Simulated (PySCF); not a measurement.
C₂H₃ClF₂Si. Atoms are numbered in the order given.

```xyz
9

F     -2.4141    -1.0276    -0.9305
C     -2.3214     0.0524    -0.1660
C     -1.1632     0.4903     0.3257
Si     0.4695    -0.3082     0.0069
F      0.9298    -1.1602     1.3052
Cl     1.8654     1.1796    -0.2477
H     -3.2993     0.5184    -0.0015
H     -1.2114     1.3908     0.9453
H      0.4918    -1.2127    -1.1609
```

Coordinates come from a PBE0-D3(BJ)/def2-SVP optimisation. The structure was generated by enumeration; whether it is a known compound was not checked. The values are those of a single conformer.

The numbers are results of r2SCAN/def2-TZVP run with PySCF, not measurements.

The molecule is in vacuum.

**Question.** Estimate the frontier levels, gap, dipole moment and polarisability. (An estimate is asked for; the answer gives what the named calculation found.)

**Answer.** 
* **highest occupied level**: -7.39 eV
* **lowest empty level**: -1.88 eV
* **orbital gap**: 5.50 eV
* **dipole moment**: 2.47 D
* **quadrupole, principal values (traceless, Buckingham form, about the centre of nuclear charge)**: -5.37, -2.95, 8.33 D·Å
* **mean static polarisability**: 58.9 bohr³ (8.73 Å³)
* **polarisability, principal values**: 45.2, 53.5, 78.1 bohr³
